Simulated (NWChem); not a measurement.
C2HCl2F; SMILES FC=C(Cl)Cl

Give the equilibrium geometry at B3LYP/6-31G* (spherical d) (NWChem) as a Z-matrix, with the point group.

point group Cs; any orientation.
```
C
C 1 1.3341
F 2 1.3355 1 121.83
H 2 1.0839 1 123.69 3 180.00
Cl 1 1.7298 2 122.33 4 180.00
Cl 1 1.7377 2 120.52 4 0.00
```
